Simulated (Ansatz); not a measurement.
ClGaH6O2Si2 (`[SiH3][O][Ga]([Cl])[O][SiH3]`). The species carries charge 0 and has multiplicity 1.

Z-matrix (Å, degrees):
```
Si
O 1 1.638
H 1 1.484 2 108.5
H 1 1.486 2 110.3 3 119.9
H 1 1.490 2 110.7 3 -119.8
Ga 2 1.758 1 138.9 3 151.2
O 6 1.758 2 121.2 1 5.6
Cl 6 2.105 2 119.4 1 -174.4
Si 7 1.638 6 138.9 2 5.6
H 9 1.484 7 108.5 6 151.9
H 9 1.490 7 110.7 6 32.2
H 9 1.486 7 110.3 6 -88.1
```

Task: List the harmonic frequencies (cm⁻¹, unscaled) at PBE0-D4/def2-TZVP in Ansatz. (An estimate is asked.)

Result: The calculation gave: 36, 49, 51, 55, 74, 115, 132, 182, 207, 420, 520, 545, 720, 722, 730, 741, 948, 953, 956, 959, 964, 995, 1028, 1047, 2203, 2207, 2223, 2224, 2237, 2238.

Task: Is this a minimum?

Result: Yes, all 30 modes are real.

Task: Give the ideal-gas thermochemistry at 298.15 K and 1 bar (rigid rotor, harmonic oscillator; point group C2, symmetry number 2).

Result: Zero-point energy 158.4 kJ/mol; H(298) − E = 189.6 kJ/mol; entropy 456.0 J/(mol·K), of which translation 174.9, rotation 121.2, vibration 159.9; G(298) − E = 53.6 kJ/mol. Modes under 100 cm⁻¹ are hindered rotations or soft bends, so the harmonic entropy is rough.

Task: And at 400, 500, 600, 800 and 1000 K?

Result: 
```tsv
T (K)	H − E (kJ/mol)	S (J/mol/K)	G − E (kJ/mol)
400	206.0	503.2	4.7
500	224.2	543.7	-47.7
600	244.0	579.8	-103.9
800	287.4	642.1	-226.3
1000	334.3	694.4	-360.1
```
